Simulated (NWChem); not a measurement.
System: H2SeO; SMILES O[SeH]

```xyz
4

Se     0.0394    -0.3717    -0.0080
H     -1.4259    -0.5818     0.0040
O      0.0077     1.4357    -0.0723
H      0.0257     1.7352     0.8455
```
Atoms are numbered in this order, from 1.

Computed with NWChem. Structure relaxed at the PBE0/def2-SVP level. B3LYP is NWChem's, with the RPA form of VWN correlation. Ions are spin-unrestricted doublets at the neutral geometry; other ion states weren't tried.

```
level                vertical ionisation energy, ΔSCF (eV)  −ε(HOMO) (eV)  ΔSCF minus −ε(HOMO) (eV)  relative time
-------------------  -------------------------------------  -------------  ------------------------  -------------
B3LYP/def2-TZVP                                       9.56           6.65                      2.91              1
PBE/def2-TZVP                                         9.39           5.64                      3.75              2
LRC-wPBEh/def2-TZVP                                   9.52           8.76                      0.76              4
r2SCAN/def2-TZVP                                      9.45           5.92                      3.53              2
CAM-B3LYP/def2-TZVP                                   9.60           8.25                      1.35              2
```

Relative times are rough (shared machine, one core).
